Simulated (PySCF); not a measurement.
C5H4F2O, SMILES C=C1OC=C(F)[C@H]1F.

Coordinates come from a PBE-D3(BJ)/def2-SVP optimisation. The structure was generated by enumeration; whether it is a known compound was not checked. Other conformers were not sampled.

All values below come from TDA-PBE/def2-SVPD run with PySCF 2.14.0.

Vertical excitations. Gas-phase values at a fixed geometry.

Problem. Give excitation energies, oscillator strengths and character. (Estimate from the structure and the level; the computed values follow.)

Solution. 
```
state  energy (eV)  λ (nm)      f                          main pairs
-----  -----------  ------  -----  ----------------------------------
S1            4.18     297  0.072                      HOMO→LUMO 86 %
S2            5.54     224  0.120  HOMO−1→LUMO 52 %, HOMO→LUMO+1 32 %
S3            5.90     210  0.020                    HOMO→LUMO+2 94 %
S4            6.03     206  0.004  HOMO−2→LUMO 64 %, HOMO→LUMO+3 31 %
S5            6.04     205  0.005  HOMO→LUMO+3 64 %, HOMO−2→LUMO 32 %
S6            6.37     194  0.003                    HOMO−3→LUMO 98 %
T1            3.08     403      0                      HOMO→LUMO 97 %
T2            4.10     303      0  HOMO−1→LUMO 76 %, HOMO→LUMO+1 22 %
```
Triplets are in the Tamm–Dancoff approximation.
